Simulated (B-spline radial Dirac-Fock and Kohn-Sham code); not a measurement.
What relativity does to the binding energies of La¹²⁺

System: La¹²⁺, [Kr] 4d9.

Both columns are ΔSCF binding energies of the configuration average from a radial finite-basis atomic code: non-relativistic Hartree-Fock with a point nucleus, and Dirac-Fock with a finite nucleus and the Coulomb interaction alone, averaged over the two j levels with weights 2j+1.

```csv
shell,Hartree-Fock (eV),Dirac-Fock (eV),shift (eV),shift (%)
1s,37486.4,39297.5,+1811.07,+4.83
2s,6056.7,6511.8,+455.09,+7.51
2p,5717.3,5856.4,+139.06,+2.43
3s,1488.0,1590.2,+102.16,+6.87
3p,1341.3,1375.3,+33.98,+2.53
4s,465.5,489.8,+24.32,+5.22
4p,408.1,415.9,+7.77,+1.90
4d,307.7,305.7,-2.00,-0.65
```

Relativity binds 1s, 2s, 2p, 3s, 3p, 4s, 4p more strongly, among those listed most of all 2s in relative terms, and 4d more weakly, because the contracted s and p shells screen the nucleus better.

Values without a named source are computed, but for edge energies of neutral atoms, which are taken from tables.
